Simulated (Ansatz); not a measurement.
## Molecular dynamics of NaH$_{13}$O$_{7}$

Input file:

```yaml
crystal:
  lattice:
    - [6.073178, 0.0, 0.0]
    - [0.0, 6.073178, 0.0]
    - [0.0, 0.0, 6.073178]
  atoms:
    - { symbol: O, position: [0.2990736, 0.35659324, 0.47849472] }
    - { symbol: H, position: [0.31269297, 0.46990842, 0.35992147] }
    - { symbol: H, position: [0.42378146, 0.25703698, 0.44731019] }
    - { symbol: O, position: [1.02036675, 0.43347005, 1.00063523] }
    - { symbol: H, position: [1.08535742, 0.48163623, 0.86205734] }
    - { symbol: H, position: [0.88086653, 0.35723294, 0.96151832] }
    - { symbol: O, position: [0.08641874, 1.00912534, 0.69842128] }
    - { symbol: H, position: [0.13023002, 1.14257554, 0.6175859] }
    - { symbol: H, position: [0.0625013, 0.90403679, 0.57683607] }
    - { symbol: O, position: [0.41286195, 0.64573583, 0.138491] }
    - { symbol: H, position: [0.52072616, 0.56406113, 0.05329698] }
    - { symbol: H, position: [0.49705122, 0.76595615, 0.22714329] }
    - { symbol: O, position: [0.98703294, 0.82043128, 0.28499784] }
    - { symbol: H, position: [0.82814306, 0.86715477, 0.30283905] }
    - { symbol: H, position: [0.99110451, 0.67846324, 0.20648743] }
    - { symbol: O, position: [0.66113587, 1.17265624, 0.95736449] }
    - { symbol: H, position: [0.65802344, 1.11615936, 1.11299958] }
    - { symbol: H, position: [0.75906962, 1.07155425, 0.87821979] }
    - { symbol: Na, position: [0.23943453, 0.02661381, 0.06602424] }
    - { symbol: O, position: [0.58234915, -0.02629173, 0.33264751] }
    - { symbol: H, position: [0.55726816, -0.04398596, 0.48921418] }
basis:
  ecutwfc: 420.0
kpoints:
  mp_grid: { grid: [1, 1, 1] }
hamiltonian:
  xc: pbe
  dispersion: d3bj
scf:
  occupations: { method: fermi_dirac, width: 0.02 }
  lower_state_search: "off"
md:
  timestep: 0.5
  n_steps: 300
  ensemble: nvt_langevin
  temperature: 400.0
  initial_velocities: maxwell_boltzmann
  seed: 492858
  friction: 0.02
```

Run as:

```bash
$ ansatz run input.yaml --threads 1 --pin off --max-ram 3072MiB --backend cpu --events-out ev --progress --plain --runs-dir out
```

It starts from a partly relaxed structure (largest force component 0.24 eV/Å).

Output, in part (step lines):

```
md step     0: t =     0.00 fs  T =   381.0 K  F+E_penalty+E_count = -5669.85514893 eV  E_kin = 1.034080 eV  (9 SCF iters)
md step     1: t =     0.50 fs  T =   381.0 K  F+E_penalty+E_count = -5669.83306005 eV  E_kin = 1.034207 eV  (8 SCF iters)
md step     2: t =     1.00 fs  T =   357.9 K  F+E_penalty+E_count = -5669.78808583 eV  E_kin = 0.971427 eV  (8 SCF iters)
md step     3: t =     1.50 fs  T =   334.4 K  F+E_penalty+E_count = -5669.72715650 eV  E_kin = 0.907734 eV  (7 SCF iters)
md step     4: t =     2.00 fs  T =   290.8 K  F+E_penalty+E_count = -5669.66316345 eV  E_kin = 0.789459 eV  (7 SCF iters)
md step     5: t =     2.50 fs  T =   283.3 K  F+E_penalty+E_count = -5669.61133770 eV  E_kin = 0.769022 eV  (6 SCF iters)
md step     6: t =     3.00 fs  T =   269.8 K  F+E_penalty+E_count = -5669.57638349 eV  E_kin = 0.732307 eV  (6 SCF iters)
md step     7: t =     3.50 fs  T =   251.9 K  F+E_penalty+E_count = -5669.55402100 eV  E_kin = 0.683682 eV  (6 SCF iters)
[... lines left out ...]
md step   300: t =   150.00 fs  T =   474.5 K  F+E_penalty+E_count = -5669.25879537 eV  E_kin = 1.287969 eV  (8 SCF iters)
```

The steps, from the saved trajectory:

```tsv
time (fs)	T (K)	potential energy less start (eV)
0.0	381	0.000
5.0	268	0.312
10.0	233	0.499
15.0	227	0.701
20.0	210	0.831
25.0	248	0.736
30.0	291	0.614
35.0	264	0.531
40.0	297	0.539
45.0	316	0.591
50.0	351	0.502
55.0	317	0.581
60.0	292	0.614
65.0	246	0.803
70.0	328	0.780
75.0	338	0.781
80.0	358	0.872
85.0	345	0.950
90.0	253	1.137
95.0	215	1.354
100.0	312	1.180
105.0	378	0.982
110.0	453	0.825
115.0	399	0.770
120.0	424	0.758
125.0	412	0.793
130.0	480	0.695
135.0	379	0.745
140.0	398	0.661
145.0	494	0.571
150.0	474	0.596
```

All steps were run. A run of 0.15 ps of so small a system gives no equilibrium averages. Limits of this set-up: coarse k mesh.

Mean squared displacements from the first frame to the last, about the centre of mass: O 0.24 Å², H 0.42 Å², Na 0.31 Å².

Last frame:

```xyz
21
Lattice="6.0732 0.0000 0.0000 0.0000 6.0732 0.0000 0.0000 0.0000 6.0732" Properties=species:S:1:pos:R:3
O 1.294 2.449 3.592
H 0.712 3.021 3.086
H 2.146 2.475 3.094
O 6.272 2.623 6.162
H 6.720 2.656 5.337
H 5.323 2.371 6.010
O 0.080 6.037 4.200
H 0.655 6.819 3.996
H 0.175 5.369 3.473
O 2.528 3.683 1.250
H 3.052 2.945 0.745
H 3.228 4.390 1.521
O 6.136 4.631 1.810
H 5.220 5.134 1.779
H 6.192 3.865 1.191
O 3.857 7.162 5.484
H 3.870 6.710 6.445
H 4.521 6.689 4.954
Na 1.464 -0.459 0.172
O 3.934 -0.272 1.818
H 3.938 0.148 2.692
```

Run time: 5.9 min on 1 thread of Arm Neoverse V1 (shared host), peak memory 0.32 GiB.
